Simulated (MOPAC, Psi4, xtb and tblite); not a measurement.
Internal rotation in SMILES C(=Cc1ccc[se]1)c1cccnc1. Scanned: dihedral C2–C1–C8–C9; all other coordinates were relaxed at GFN2-xTB. Points at φ and −φ are mirror images. Heavy atoms are numbered in the order of the SMILES C(=Cc1ccc[se]1)c1cccnc1, hydrogens after them in the order of the atoms that carry them; the mirror image has the same energies with the sign of each dihedral reversed.

Computed with: PBE-D3(BJ)/def2-SVP // GFN2-xTB (Psi4); GFN2-xTB (xtb and tblite); PM6, restricted, heats of formation // GFN2-xTB (MOPAC).

Energies in eV, each method relative to its own lowest point.

| φ / ° | PBE-D3(BJ)/def2-SVP | GFN2-xTB | PM6 |
|---|---|---|---|
| -150 | 0.052 | 0.023 | 0.000 |
| -120 | 0.179 | 0.119 | 0.011 |
| -90 | 0.287 | 0.197 | 0.014 |
| -60 | 0.186 | 0.121 | 0.010 |
| -30 | 0.046 | 0.025 | 0.001 |
| 0 | 0.000 | 0.003 | 0.011 |
| 30 | 0.046 | 0.025 | 0.001 |
| 60 | 0.186 | 0.121 | 0.010 |
| 90 | 0.287 | 0.197 | 0.014 |
| 120 | 0.179 | 0.119 | 0.011 |
| 150 | 0.052 | 0.023 | 0.000 |
| 180 | 0.017 | 0.000 | 0.011 |
